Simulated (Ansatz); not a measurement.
Born–Oppenheimer molecular dynamics of H₁₂O₂Si₅ (19 atoms, charge 0, multiplicity 1). It starts from a relaxed structure.

Level of theory: Ansatz, RKS BLYP/STO-3G.

| Item | Value |
| --- | --- |
| ensemble | NVT, Nosé–Hoover chain |
| time step | 0.25 fs |
| steps asked | 166 |
| set temperature | 1000 K |
| thermostat | time constant 50 fs, chain length 5 |
| seed | 899372 |

First frame:

```xyz
19
Properties=species:S:1:pos:R:3
Si 0.153 -0.070 0.328
Si 0.124 0.229 2.624
H -1.238 0.304 3.136
H 0.795 -0.852 3.332
H 0.788 1.473 2.988
O 1.772 0.094 -0.239
Si 2.436 -1.290 -1.023
H 1.757 -1.677 -2.260
H 3.780 -0.854 -1.380
H 2.569 -2.472 -0.172
Si -1.182 1.494 -0.739
H -2.532 1.505 -0.191
H -0.639 2.835 -0.570
H -1.295 1.241 -2.169
O -0.152 -1.694 -0.168
Si -1.656 -2.458 0.156
H -1.937 -2.536 1.590
H -2.776 -1.760 -0.478
H -1.556 -3.803 -0.390
```

(1) What does the run give?

(2) What happens to the structure?

(3) How do temperature and energy run in time?

## Answers

(1) All steps were run.

```yaml
steps_done: 166
time_covered: 41.5 fs
mean_temperature_over_the_second_half: 529 K
spread_of_the_potential_energy_over_the_second_half: 15.4 meV per atom
mean_potential_energy_of_the_second_half_above_the_start: 64.8 meV per atom
```

The conserved energy stayed within 0.088 meV per atom of its start (net change 0.079 meV per atom), so the integration is sound. The mean temperature of the second half is 47 % below the set value. A run of 0.042 ps of so small a system gives no equilibrium averages. Limits of this set-up: minimal basis.

(2) The same pairs are bonded in the first frame and the last. Pairs count as bonded within 1.25 times the sum of covalent radii (0.12 Å more for H–H). This is one draw of velocities; another would differ in detail.

(3) 
```tsv
time (fs)	T (K)	potential energy less start (eV)	conserved less start (meV/atom)
0	1000	0.000	0.00
1.25	926	0.164	0.02
2.5	770	0.507	0.06
3.75	647	0.778	0.07
5	593	0.898	0.05
6.25	561	0.968	0.04
7.5	500	1.106	0.04
8.75	417	1.291	0.07
10	399	1.334	0.09
11.25	506	1.102	0.06
12.5	656	0.778	0.02
13.75	720	0.644	0.02
15	686	0.728	0.05
16.25	635	0.848	0.06
17.5	620	0.892	0.05
18.75	614	0.913	0.04
20	570	1.019	0.03
21.25	473	1.243	0.05
22.5	383	1.449	0.08
23.75	398	1.423	0.08
25	517	1.172	0.04
26.25	623	0.954	0.02
27.5	646	0.919	0.04
28.75	640	0.950	0.06
30	667	0.909	0.06
31.25	710	0.834	0.04
32.5	713	0.848	0.03
33.75	640	1.029	0.03
35	509	1.335	0.06
36.25	403	1.583	0.08
37.5	388	1.629	0.07
38.75	419	1.573	0.04
40	422	1.582	0.05
41.25	424	1.593	0.08
```

Time of the run: 8.1 min on 2 threads of Intel(R) Xeon(R) Platinum 8375C CPU @ 2.90GHz (Ice Lake) (shared host), peak memory 0.16 GiB.
